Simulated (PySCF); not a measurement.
## Vertical excitation energies

Species: C4H12FNSi2.
Structure used (PBE0-D3(BJ)/def2-SVP), in Å, numbered top down from 1:
```xyz
20
C4H12FNSi2 angstrom
C      3.340   -0.207    0.249
N      2.134   -0.120   -0.539
Si     0.637   -0.870   -0.085
C     -0.623   -0.730   -1.503
C     -2.043   -0.564   -0.946
C     -2.111    0.545    0.096
F     -1.729    1.742   -0.513
Si    -0.810    0.157    1.472
H      3.412   -1.206    0.710
H      4.237   -0.083   -0.380
H      3.401    0.534    1.071
H      2.057    0.742   -1.068
H      0.948   -2.286    0.294
H     -0.555   -1.583   -2.195
H     -0.361    0.173   -2.081
H     -2.760   -0.352   -1.758
H     -2.385   -1.500   -0.467
H     -3.143    0.672    0.467
H     -0.380    1.412    2.158
H     -1.423   -0.768    2.482
```

Computed, not measured: PySCF, TDDFT PBE0/def2-SVPD, vertical, gas phase, core orbitals frozen in the response.

Predict the UV-vis stick spectrum at this level.

```
state  E (eV)  λ (nm)       f  |μ| (D)  main configurations (H = HOMO, L = LUMO)
   S1    5.08   244.1   0.018     0.96                                 H→L (97%)
   S2    5.43   228.2   0.025     1.10                               H→L+1 (95%)
   S3    6.06   204.7  0.0024     0.32                   H→L+2 (85%), H→L+4 (9%)
   S4    6.32   196.2   0.131     2.34                               H→L+3 (87%)
   S5    6.45   192.3   0.018     0.86      H→L+4 (66%), H→L+2 (11%), H-1→L (9%)
   S6    6.63   187.1   0.012     0.68      H-1→L (61%), H→L+5 (20%), H→L+4 (8%)
   S7    6.74   183.9   0.042     1.29                  H→L+5 (76%), H-1→L (14%)
   S8    6.95   178.4   0.056     1.46    H→L+6 (51%), H-1→L+1 (30%), H→L+7 (9%)
   S9    7.01   176.8   0.017     0.80                H-1→L+1 (44%), H→L+6 (37%)
  S10    7.11   174.4  0.0092     0.58                 H→L+7 (78%), H-1→L+1 (8%)
```

Triplets, Tamm–Dancoff:

```json
{"state": "T1", "E (eV)": "4.60", "λ (nm)": "269.5", "main configurations (H = HOMO, L = LUMO)": "H→L (91%)"}
{"state": "T2", "E (eV)": "5.00", "λ (nm)": "247.8", "main configurations (H = HOMO, L = LUMO)": "H→L+1 (86%)"}
{"state": "T3", "E (eV)": "5.69", "λ (nm)": "217.9", "main configurations (H = HOMO, L = LUMO)": "H→L+3 (82%)"}
{"state": "T4", "E (eV)": "5.86", "λ (nm)": "211.7", "main configurations (H = HOMO, L = LUMO)": "H→L+2 (60%), H→L+4 (15%), H-1→L (9%)"}
```

The lowest singlet comes at 244 nm (490 kJ/mol) in the ultraviolet; it is weak; its leading configuration is HOMO→LUMO (97%). The most intense listed level is S4 at 6.32 eV (196 nm, f = 0.131), 1.24 eV above S1. Löwdin shares by element: HOMO nitrogen 39%, silicon 29%, carbon 7% or more (atoms not listed hold the other 25%); LUMO silicon 46%, hydrogen 6% or more, carbon 6% or more (atoms not listed hold the other 42%). Weighted by f, the mean energy of these states is 6.42 eV. Of the 10 states listed, 8 reach f = 0.01 and none stays under 0.0005. The listed states span 2.03 eV, and the widest gap between neighbours is 0.62 eV (S2 to S3). The vertical ionisation energy (ΔSCF) is 8.06 eV, 0.95 eV above S10. Only the lowest 10 singlets were computed, as vertical energies without vibronic structure.

One conformer stands for the species.
